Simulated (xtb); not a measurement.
difluoro(silyloxy)silane (F₂H₄OSi₂), SMILES [SiH3]O[SiH](F)F. All values are semi-empirical tight-binding results from xtb (GFN2-xTB unless named), good for trends rather than for accurate numbers. Geometry optimised at GFN2-xTB. The values are those of a single conformer.

Computed properties:
* **point group as xtb finds it**: Cs
* **orbital gap**: 6.16 eV
* **dipole moment**: 2.15 D
* **zero-point energy**: 26.6 kcal/mol
* **G − E(el) at 298.15 K (modified RRHO)**: 5.7 kcal/mol
* **static polarisability (D4 model)**: 71.6 bohr³
* **solvation energy, GFN2-xTB/ALPB(water)**: 1.8 kcal/mol
* **solvation energy, GFN2-xTB/ALPB(ether)**: -0.8 kcal/mol
